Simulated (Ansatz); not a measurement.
Ansatz (a program for electronic structure) input:

Ansatz 0.2 input:
```yaml
crystal:
  periodic: [false, false, false]
  atoms:
    - {symbol: Cd, position_ang: [0.29017189, 0.00121112, -0.04132036]}
    - {symbol: F, position_ang: [-0.94757699, 1.37515812, -1.06981703]}
    - {symbol: F, position_ang: [-0.60000641, -1.38161743, 1.29019226]}
basis:
  gaussian:
    orbitals: def2-TZVP
hamiltonian:
  xc: b3lyp
  dispersion: d3bj
total_charge: -1
magnetization: {spin_polarized: true, initial_magnetization: 1}
phonons: {temperatures: {t_min: 298.15, t_max: 298.15, t_step: 100}}
```

Problem. What final total energy does it print?

Solution. -367.67966 Eh (B3LYP-D3(BJ)/def2-TZVP). The basis has 102 functions.

The spin state was set by rule; other spins were not relaxed.
